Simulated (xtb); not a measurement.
Pt, quintet (GFN-xTB shapes and energies of metal compounds can be far from the true ones) (another spin typed on purpose, not shown lowest); GFN1-xTB (xtb 6.7.1).

The xtb input:
```
$ xtb mol.xyz --gfn 1 --chrg 0 --uhf 4 --json

# file mol.xyz
1

Pt     0.00000000     0.00000000     0.00000000
```

The log (banner, timings and long lists left out):

```
   ID    Z sym.   atoms
    1   78 Pt     1

           -------------------------------------------------
          |                Calculation Setup                |
           -------------------------------------------------

           -------------------------------------------------
          |                 G F N 1 - x T B                 |
           -------------------------------------------------

          ...................................................
          :                      SETUP                      :
          :.................................................:
          :  # basis functions                  10          :
          :  # atomic orbitals                   9          :
          :  # shells                            3          :
          :  # electrons                        10          :
          :  # halogen bonds                     0          :
          :  max. iterations                   250          :
          :  Hamiltonian                  GFN1-xTB          :
          :  restarted?                      false          :
          :  GBSA solvation                  false          :
          :  PC potential                    false          :
          :  electronic temp.          300.0000000     K    :
          :  accuracy                    1.0000000          :
          :  -> integral cutoff          0.2500000E+02      :
          :  -> integral neglect         0.1000000E-07      :
          :  -> SCF convergence          0.1000000E-05 Eh   :
          :  -> wf. convergence          0.2000000E-04 e    :
          :  Broyden damping             0.4000000          :
          :  net charge                          0          :
          :  unpaired electrons                  4          :
          ...................................................

 iter      E             dE          RMSdq      gap      omega  full diag
   1     -3.8536158 -0.385362E+01  0.141E+01    0.00       0.0  T
   2     -3.8536158  0.000000E+00  0.113E+01    0.00       0.0  T
   3     -3.8536158  0.000000E+00  0.871E+00    0.00       0.0  T
   4     -3.8536158  0.000000E+00  0.697E+00    0.00       0.0  T
   5     -3.8536158  0.000000E+00  0.558E+00    0.00       0.0  T
   6     -3.8536158  0.000000E+00  0.446E+00    0.00       0.0  T
   7     -3.8536158  0.000000E+00  0.357E+00    0.00       0.0  T
   8     -3.8536158  0.000000E+00  0.285E+00    0.00       0.0  T
   9     -3.8536158  0.000000E+00  0.228E+00    0.00       0.0  T
  10     -3.8536158  0.000000E+00  0.183E+00    0.00       0.0  T
  11     -3.8536158  0.000000E+00  0.146E+00    0.00       0.0  T
  12     -3.8536158  0.000000E+00  0.117E+00    0.00       0.0  T
  13     -3.8536158  0.000000E+00  0.935E-01    0.00       0.0  T
  14     -3.8536158  0.000000E+00  0.748E-01    0.00       0.0  T
  15     -3.8536158  0.000000E+00  0.599E-01    0.00       0.0  T
  16     -3.8536158  0.000000E+00  0.479E-01    0.00       0.0  T
  17     -3.8536158  0.000000E+00  0.383E-01    0.00       0.0  T
  18     -3.8536158  0.000000E+00  0.307E-01    0.00       0.0  T
  19     -3.8536158  0.000000E+00  0.245E-01    0.00       0.0  T
  20     -3.8536158  0.000000E+00  0.196E-01    0.00       0.0  T
  21     -3.8536158  0.000000E+00  0.157E-01    0.00       0.0  T
  22     -3.8536158  0.000000E+00  0.126E-01    0.00       0.0  T
  23     -3.8536158  0.000000E+00  0.100E-01    0.00       0.0  T
  24     -3.8536158  0.000000E+00  0.803E-02    0.00       0.0  T
  25     -3.8536158  0.000000E+00  0.643E-02    0.00       0.0  T
  26     -3.8536158  0.000000E+00  0.514E-02    0.00       0.0  T
  27     -3.8536158  0.000000E+00  0.411E-02    0.00       0.0  T
  28     -3.8536158  0.000000E+00  0.329E-02    0.00       0.0  T
  29     -3.8536158  0.000000E+00  0.263E-02    0.00       0.0  T
  30     -3.8536158  0.000000E+00  0.211E-02    0.00       0.0  T
  31     -3.8536158  0.000000E+00  0.169E-02    0.00       0.0  T
  32     -3.8536158  0.000000E+00  0.135E-02    0.00       0.0  T
  33     -3.8536158  0.000000E+00  0.108E-02    0.00       0.0  T
  34     -3.8536158  0.000000E+00  0.863E-03    0.00       0.0  T
  35     -3.8536158  0.000000E+00  0.690E-03    0.00       0.0  T
  36     -3.8536158  0.000000E+00  0.552E-03    0.00       0.0  T
  37     -3.8536158  0.000000E+00  0.442E-03    0.00       0.0  T
  38     -3.8536158  0.000000E+00  0.353E-03    0.00       0.0  T
  39     -3.8536158  0.000000E+00  0.283E-03    0.00       0.0  T
  40     -3.8536158  0.000000E+00  0.226E-03    0.00       0.0  T
  41     -3.8536158  0.000000E+00  0.181E-03    0.00       0.0  T
  42     -3.8536158  0.000000E+00  0.145E-03    0.00       0.0  T
  43     -3.8536158  0.000000E+00  0.116E-03    0.00       0.0  T
  44     -3.8536158  0.000000E+00  0.926E-04    0.00       0.0  T
  45     -3.8536158  0.000000E+00  0.741E-04    0.00       0.0  T
  46     -3.8536158  0.000000E+00  0.593E-04    0.00       0.0  T
  47     -3.8536158  0.000000E+00  0.474E-04    0.00       0.0  T
  48     -3.8536158  0.000000E+00  0.379E-04    0.00       0.0  T
  49     -3.8536158  0.000000E+00  0.304E-04    0.00       0.0  T
  50     -3.8536158  0.000000E+00  0.243E-04    0.00       0.0  T
  51     -3.8536158  0.000000E+00  0.194E-04    0.00       0.0  T
  52     -3.8536158  0.000000E+00  0.155E-04    0.00       0.0  T

   *** convergence criteria satisfied after 52 iterations ***

         :::::::::::::::::::::::::::::::::::::::::::::::::::::
         ::                     SUMMARY                     ::
         :::::::::::::::::::::::::::::::::::::::::::::::::::::
         :: total energy              -3.853615811002 Eh    ::
         :: gradient norm              0.000000000000 Eh/a0 ::
         :: HOMO-LUMO gap              0.000000000000 eV    ::
         ::.................................................::
         :: SCC energy                -3.853615811002 Eh    ::
         :: -> electrostatic           0.004116077778 Eh    ::
         :: repulsion energy           0.000000000000 Eh    ::
         :: dispersion energy          0.000000000000 Eh    ::
         :: halogen bond corr.         0.000000000000 Eh    ::
         :: add. restraining           0.000000000000 Eh    ::
         :: total charge               0.000000000001 e     ::
         :::::::::::::::::::::::::::::::::::::::::::::::::::::

           -------------------------------------------------
          |                Property Printout                |
           -------------------------------------------------

    * Orbital Energies and Occupations

         #    Occupation            Energy/Eh            Energy/eV
      -------------------------------------------------------------
         1        1.6000           -0.4701706             -12.7940
         2        1.6000           -0.4701706             -12.7940
         3        1.6000           -0.4701706             -12.7940
         4        1.6000           -0.4701706             -12.7940
         5        1.6000           -0.4701706             -12.7940
         6        1.0000           -0.3051966              -8.3048
         7        0.3333           -0.2196302              -5.9764 (HOMO)
         8        0.3333           -0.2196302              -5.9764 (LUMO)
         9        0.3333           -0.2196302              -5.9764
      -------------------------------------------------------------
                  HL-Gap            0.0000000 Eh            0.0000 eV
             Fermi-level           -0.3450370 Eh           -9.3889 eV

  Mulliken/CM5 charges         n(s)   n(p)   n(d)
     1Pt    0.00000  0.00000   1.000  1.000  8.000

Wiberg/Mayer (AO) data.
largest (>0.10) Wiberg bond orders for each atom

 ---------------------------------------------------------------------------
     #   Z sym  total        # sym  WBO       # sym  WBO       # sym  WBO
 ---------------------------------------------------------------------------
     1  78 Pt   0.000
 ---------------------------------------------------------------------------

 dipole moment from electron density (au)
     X       Y       Z
   0.0000   0.0000   0.0000  total (Debye):    0.000

           -------------------------------------------------
          | TOTAL ENERGY               -3.853615811002 Eh   |
          | GRADIENT NORM               0.000000000000 Eh/α |
          | HOMO-LUMO GAP               0.000000000000 eV   |
           -------------------------------------------------

normal termination of xtb
```
